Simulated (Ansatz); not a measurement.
`[OH][SbH2]` + H₂Te → `[SbH2][TeH]` + H₂O at 500 K and 1 bar (ligand exchange at the Sb–O bond).

Isolated molecules relaxed with PBE0-D4/def2-TZVP in Ansatz; ΔE leaves out vibrations. CCSD(T)/CBS is the MP2 limit (def2-TZVPP, def2-QZVPP) plus CCSD(T) − MP2 in def2-TZVPP, frozen cores. This one scheme is used for every species. def2 core potentials past Kr. For Sb, Te outer-core shells are correlated without core-valence functions, which leaves a few kJ/mol of doubt a bond.

```
      species  CCSD(T)/CBS energy (Eh)  H − E (kJ/mol)  S (J/(mol·K))
 `[OH][SbH2]`               -316.98030            96.1          310.6
         H₂Te               -268.91024            48.9          247.6
`[SbH2][TeH]`               -509.54647            82.7          350.4
          H₂O                -76.37941            73.2          206.3
```

H − E and S are ideal-gas, rigid-rotor, harmonic terms from PBE0-D4/def2-TZVP. 1 Eh = 2625.50 kJ/mol, R = 8.31446 J/(mol·K).

**Question.** By hand: ΔE, ΔH, ΔS and ΔG.

**Answer.** ΔE = (-509.54647) + (-76.37941) − (-316.98030) − (-268.91024) = -0.03534 Eh = -92.8 kJ/mol. Δ(H − E) = 82.7 + 73.2 − 96.1 − 48.9 = 10.9, so ΔH = -81.9 kJ/mol. ΔS = 350.4 + 206.3 − 310.6 − 247.6 = -1.5 J/(mol·K). ΔG = -81.9 − 500 × (-1.5)/1000 = -81.2 kJ/mol.

**Question.** By hand: the equilibrium constant, and the temperature at which ΔG would vanish if ΔH and ΔS stayed fixed.

**Answer.** log₁₀ K = −ΔG/(RT ln 10) = 8.5. ΔG = 0 at ΔH/ΔS = 54600 K, far beyond where these terms or the molecules hold.

The number of gas molecules stays the same, so ΔS is small and ΔH decides. A doubt of 5 kJ/mol in ΔE shifts log₁₀ K by 0.5 here. These are equilibria of isolated gas molecules and say nothing of rates. Largest T1 diagnostic: 0.014 (customary marks: 0.02 for closed shells, 0.045 for open ones).
